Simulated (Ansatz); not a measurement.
One change: `F[Si](F)(Cl)Br` becomes `CS[Si](F)(F)Cl`.

Ansatz, PBE0-D4/def2-TZVP geometries, multiplicity 1. Each molecule was computed in one conformer, which needn't be the lowest.

Scalar relativity is left out up to krypton.

| property | `F[Si](F)(Cl)Br` |
| --- | --- |
| HOMO energy (PBE0/def2-TZVPP) / eV | -9.33 |
| HOMO–LUMO gap (PBE/def2-TZVPP) / eV | 6.64 |
| HOMO energy (ωB97M-V/def2-TZVPP) / eV | -11.54 |
| LUMO energy (ωB97M-V/def2-TZVPP) / eV | 1.71 |
| HOMO energy (PBE/def2-TZVPP) / eV | -7.97 |
| size of the dipole moment (PBE/def2-TZVPP) / D | 0.71 |

Give the same properties after the change, and the shifts. (An estimate is asked.)

Computed: 
```tsv
property	`CS[Si](F)(F)Cl`	shift
HOMO energy (PBE0/def2-TZVPP) / eV	-7.77	1.56
HOMO–LUMO gap (PBE/def2-TZVPP) / eV	5.35	-1.29
HOMO energy (ωB97M-V/def2-TZVPP) / eV	-9.97	1.57
LUMO energy (ωB97M-V/def2-TZVPP) / eV	1.72	0.01
HOMO energy (PBE/def2-TZVPP) / eV	-6.49	1.48
size of the dipole moment (PBE/def2-TZVPP) / D	2.02	1.31
```

With PBE0 the HOMO rises by 1.56 eV and the LUMO rises by 0.14 eV, so the gap narrows by about 1.42 eV. PBE moves the HOMO by 1.48 eV and ωB97M-V by 1.57 eV. The zero-point energy changes by 100.7 kJ/mol with +12 modes. Dipoles are sizes alone; their direction can turn.

Spin–orbit coupling is left out; it splits and shifts lone-pair levels of the heavy atoms by tenths of an eV.
